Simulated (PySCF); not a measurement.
Precursor series Ti Cl-OH. Isolated molecules, 0 K electronic values unless said otherwise. One relaxed conformer stands for each flexible species; it need not be the lowest.

Computed with TPSSh-D3(BJ)/def2-TZVP // BP86-D3(BJ)/def2-SVP (PySCF). All candidates: neutral, multiplicity 1. 

| Quantity | Value |
|---|---|
| HOMO–LUMO gap | 4.78 eV |
| LUMO | -3.70 eV |
| HOMO | -8.48 eV |

**Question.** Say which member has these values.
A) [Ti(Cl)(OH)3]
B) [Ti(Cl)3(OH)]
C) [Ti(OH)4]
D) [Ti(Cl)2(OH)2]

**Answer.** B, [Ti(Cl)3(OH)]. The others give [Ti(Cl)2(OH)2]: 5.04 eV, -3.06 eV, -8.10 eV; [Ti(OH)4]: 6.27 eV, -1.79 eV, -8.06 eV; [Ti(Cl)(OH)3]: 5.41 eV, -2.45 eV, -7.87 eV
